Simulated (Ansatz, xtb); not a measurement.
# Isomers of BH4SeSi+ in order of energy

4 gas-phase structures of BH4SeSi+, found in a search over its isomers (lower ones may exist). Each was relaxed with GFN2-xTB; where two conformers were screened, the lower at r2SCAN-D4/def2-SVP is listed:

A. `[SiH2+]B[SeH]`, a singlet
B. a singlet given by its coordinates
C. `B=[Se+][SiH3]`, a singlet
D. a singlet given by its coordinates

B (Å):

```yaml
atoms:
  - { symbol: B, position_ang: [-1.3109, 0.1695, 1.3112] }
  - { symbol: Se, position_ang: [-1.0430, 1.5099, -0.0205] }
  - { symbol: Si, position_ang: [0.4719, 0.6356, -1.3737] }
  - { symbol: H, position_ang: [0.1553, 0.2250, -2.7390] }
  - { symbol: H, position_ang: [-2.0987, 0.4056, 2.1341] }
  - { symbol: H, position_ang: [-0.7214, -0.8316, 1.2781] }
  - { symbol: H, position_ang: [1.8888, 0.4132, -1.0797] }
```

Close contacts (Å): B1–Se2 1.91, Se2–Si3 2.21, B1–H5 1.16, B1–H6 1.16, Si3–H4 1.46, Si3–H7 1.46.

D (Å):

```csv
atom,x (Å),y (Å),z (Å)
B,0.3856,-0.2652,-1.3396
Se,-0.4229,1.4649,1.8965
Si,0.8089,0.9667,0.1053
H,0.6289,-1.4037,-1.2538
H,-0.1607,0.1115,-2.3016
H,2.0028,1.7959,0.2386
H,-1.4853,0.5018,1.6754
```

Close contacts (Å): B1–Si3 1.95, Se2–Si3 2.23, B1–H4 1.17, B1–H5 1.17, Se2–H7 1.45, Si3–H6 1.46.

**Question.** Estimate their order in r2SCAN-D4/def2-SVP energy at these geometries, lowest first.

**Answer.** Calculated order at r2SCAN-D4/def2-SVP: C (0.0), B (12.3), D (17.4), A (21.7) kJ/mol.

Energies above the lowest of each column, in kJ/mol; the last columns are at B3LYP/6-31G* geometries (a dash: not run or not comparable):

```
structure  GFN2-xTB  HF/STO-3G  r2SCAN-D4/def2-SVP  B3LYP/6-31G*  CCSD(T)/def2-TZVP
        C      40.0        0.0                 0.0          13.5                2.9
        B       0.0        2.5                12.3           0.0                0.0
        D      71.4       29.7                17.4          51.8               59.4
        A      58.4       26.9                21.7          67.4                  –
```

CCSD(T)/def2-TZVP has B and C within 1 kcal/mol of each other at the bottom, and every level picks one of them. CCSD(T)/def2-TZVP orders those it was run on as B (0.0), C (2.9), D (59.4) kJ/mol. Less than 1 kcal/mol parts B and C, so the order within that pair means little. Flexible structures stand in one conformer each, not always the lowest. Frequencies (B3LYP/6-31G*) were run for B, C, D alone.

Over these structures GFN2-xTB departs from r2SCAN-D4/def2-SVP by 20.9 kJ/mol on average once a common shift is removed. A GFN2-xTB relaxation took about 0.1 s and the r2SCAN-D4/def2-SVP energy about 1 s on a shared host (Ansatz 0.2.0, xtb 6.7.1 (Pople sets with spherical d functions)).
